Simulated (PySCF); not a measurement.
A series of related molecules.

All values: PBE0/def2-SVPD (PySCF) at PBE0-D3(BJ)/def2-SVP geometries, gas phase, one conformer each. Core orbitals are frozen in the response; Δα² is half the sum of the squared differences of the principal polarisabilities. The calculation is non-relativistic, for bromine too.

Question: Rank by mean static polarisability, highest first.
A. Si(iPr)2Me2 (`CC(C)[Si](C)(C)C(C)C`)
B. SiMe2(NHEt)2 (`CCN[Si](C)(C)NCC`)
C. SiBr2Me2 (`C[Si](C)(Br)Br`)
D. Si(NCO)2Me2 (`C[Si](C)(N=C=O)N=C=O`)
E. Si(vinyl)2Me2 (`C=C[Si](C)(C)C=C`)
F. SiCl2Me2 (`C[Si](C)(Cl)Cl`)

Answer: A (18.41 Å³), B (17.38 Å³), E (14.73 Å³), C (13.85 Å³), D (13.50 Å³), F (11.41 Å³).

Question: Rank by HOMO–LUMO gap, highest first.
A. `C[Si](C)(Cl)Cl` (SiCl2Me2)
B. `C=C[Si](C)(C)C=C` (Si(vinyl)2Me2)
C. `C[Si](C)(N=C=S)N=C=S` (Si(NCS)2Me2)
D. `CCN[Si](C)(C)NCC` (SiMe2(NHEt)2)
E. `C[Si](C)(N)N` (Si(NH2)2Me2)
F. `CC(C)[Si](C)(C)C(C)C` (Si(iPr)2Me2)

Answer: A (8.94 eV), F (7.84 eV), E (7.24 eV), B (7.11 eV), D (6.73 eV), C (6.50 eV).

Question: Rank by dipole moment, lowest first.
A. `CS[Si](C)(C)SC` (Si(SMe)2Me2)
B. `C[Si](C)([SiH3])[SiH3]` (Si(SiH3)2Me2)
C. `CC(C)[Si](C)(C)C(C)C` (Si(iPr)2Me2)
D. `C[Si](C)(Br)Br` (SiBr2Me2)
E. `C[Si](C)(N)N` (Si(NH2)2Me2)
F. `C[Si](C)(N=C=S)N=C=S` (Si(NCS)2Me2)

Answer: C (0.06 D), E (1.10 D), B (1.31 D), D (2.50 D), A (2.71 D), F (3.69 D).

All values together:

| SMILES | formula | μ (D) | HOMO (eV) | LUMO (eV) | α (Å³) | Δα (Å³) | electrons | α per electron (Å³) | ΔSCF removal energy (eV) |
| --- | --- | --- | --- | --- | --- | --- | --- | --- | --- |
| C[Si](C)(N=C=O)N=C=O | C4H6N2O2Si | 3.60 | -8.46 | -0.01 | 13.50 | 4.41 | 74 | 0.182 | 10.15 |
| C=C[Si](C)(C)C=C | C6H12Si | 0.06 | -7.51 | -0.40 | 14.73 | 3.55 | 62 | 0.238 | – |
| C#C[Si](C)(C)C#C | C6H8Si | 0.43 | -7.92 | -0.24 | 13.90 | 3.81 | 58 | 0.240 | 9.65 |
| C[Si](C)(Cl)Cl | C2H6Cl2Si | 2.59 | -8.72 | 0.22 | 11.41 | 0.74 | 66 | 0.173 | 10.60 |
| CC(C)[Si](C)(C)C(C)C | C8H20Si | 0.06 | -7.34 | 0.50 | 18.41 | 2.52 | 82 | 0.225 | – |
| CS[Si](C)(C)SC | C4H12S2Si | 2.71 | -6.71 | 0.18 | 17.62 | 3.51 | 82 | 0.215 | – |
| C[Si](C)(O)O | C2H8O2Si | 0.06 | -8.39 | 0.08 | 8.60 | 0.99 | 50 | 0.172 | 10.39 |
| C[Si](C)(N)N | C2H10N2Si | 1.10 | -6.86 | 0.38 | 10.13 | 0.55 | 50 | 0.203 | – |
| C[Si](C)(N=C=S)N=C=S | C4H6N2S2Si | 3.69 | -7.52 | -1.02 | 20.57 | 10.64 | 90 | 0.229 | – |
| C[Si](C)(Br)Br | C2H6Br2Si | 2.50 | -8.24 | -0.23 | 13.85 | 2.12 | 102 | 0.136 | – |
| C[Si](C)([SiH3])[SiH3] | C2H12Si3 | 1.31 | -7.47 | -0.13 | 17.35 | 2.87 | 66 | 0.263 | – |
| CCN[Si](C)(C)NCC | C6H18N2Si | 0.47 | -6.24 | 0.49 | 17.38 | 2.53 | 82 | 0.212 | – |

Conformers: `C=C[Si](C)(C)C=C`; `CC(C)[Si](C)(C)C(C)C`; `CS[Si](C)(C)SC`; `C[Si](C)(O)O`; `C[Si](C)(N)N`; `CCN[Si](C)(C)NCC`.

A dash marks a removal energy that wasn't run or isn't settled.

How closely does the mean polarisability follow the number of electrons in this set?

The correlation coefficient is 0.66; α per electron runs from 0.136 to 0.263 Å³.
